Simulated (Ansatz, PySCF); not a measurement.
The pair A = N2 (SMILES N#N) (first 2 atoms), B = HI (SMILES I); geometry from B3LYP-D3(BJ)/def2-TZVP.
(charge 0, multiplicity 1):
```xyz
4

N      0.10168     0.11003    -1.00507
N      0.21014     0.11947     0.08007
I      0.50589     0.15915     4.28940
H      0.42143     0.14292     2.67653
```

Correlated levels freeze the cores. Filled d and f shells under p-block atoms count as core. CBS(a, b) extrapolates the correlation energy as X⁻³ and adds the Hartree–Fock energy of set b.

Programs: Ansatz (a quantum-chemistry and plane-wave program) with Gaussian orbitals; PySCF for the dispersion terms. Each number belongs to the level named beside it. In def2 rows elements past Kr take small-core potentials, without spin–orbit coupling.

The monomers are drawn apart, rigid, along the line of their centres of mass. Counterpoise-corrected interaction energies (kcal/mol):

```
level                                  R = 5.794 Å  R = 6.836 Å
-------------------------------------  -----------  -----------
PBE/def2-TZVPPD                            -0.2845      -0.0889
PBE-D3(BJ)/def2-TZVPPD                     -0.4262      -0.1351
wB97M-V/def2-TZVPPD                        -0.3162      -0.1149
CCSD(T)/CBS(def2-TZVPPD, def2-QZVPPD)      -0.3552      -0.1257
```

**Question.** R is the distance of the centres of mass. Find the local exponent m of E ∝ R⁻ᵐ between the two points.

**Answer.** 
m = ln(E₁/E₂)/ln(R₂/R₁): PBE/def2-TZVPPD 7.0; PBE-D3(BJ)/def2-TZVPPD 6.9; wB97M-V/def2-TZVPPD 6.1; CCSD(T)/CBS(def2-TZVPPD, def2-QZVPPD) 6.3. For scale, two fixed dipoles give m = 3, dipole and quadrupole 4, quadrupoles 5, and dispersion or dipole-induced dipole 6 at long range; at these distances several terms mix, and what is left of overlap and damping shifts m, so it need not match one of them.
